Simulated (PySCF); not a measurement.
C2Br2F2, SMILES F/C(Br)=C(\F)Br.

Geometry optimised at B3LYP-D3(BJ)/def2-SVP.

All values below come from TDA-PBE/def2-SVPD (PySCF 2.14.0).

Vertical excitations. Isolated molecule, no solvent. State labels are in the subgroup C2v.

**Question.** Estimate the UV-visible absorptions. (Estimate from the structure and the level; the computed values follow.)

**Answer.** 
```
state  symmetry  energy (eV)  λ (nm)      f                            main pairs
-----  --------  -----------  ------  -----  ------------------------------------
S1           B1         4.33     287  0.000                        HOMO→LUMO 99 %
S2           A2         5.02     247  0.000                      HOMO→LUMO+2 98 %
S3           B2         5.67     219  0.000                      HOMO−1→LUMO 98 %
S4           B1         5.87     211  0.006                      HOMO→LUMO+3 98 %
S5           B1         6.05     205  0.000                   HOMO−1→LUMO+1 100 %
S6           A1         6.17     201  0.002  HOMO−1→LUMO+2 74 %, HOMO−3→LUMO 25 %
S7           B2         6.22     199  0.336  HOMO→LUMO+1 74 %, HOMO−4→LUMO+1 17 %
S8           A2         6.23     199  0.000                      HOMO−2→LUMO 97 %
S9           A1         6.66     186  0.001  HOMO−3→LUMO 72 %, HOMO−1→LUMO+2 24 %
S10          B1         6.71     185  0.000  HOMO−2→LUMO+2 59 %, HOMO−4→LUMO 34 %
T1           B1         3.91     317      0                       HOMO→LUMO 100 %
T2           B2         3.94     315      0                      HOMO→LUMO+1 98 %
T3           A2         4.48     277      0                      HOMO→LUMO+2 99 %
T4           B2         5.27     235      0                      HOMO−1→LUMO 98 %
```
Triplets are in the Tamm–Dancoff approximation.
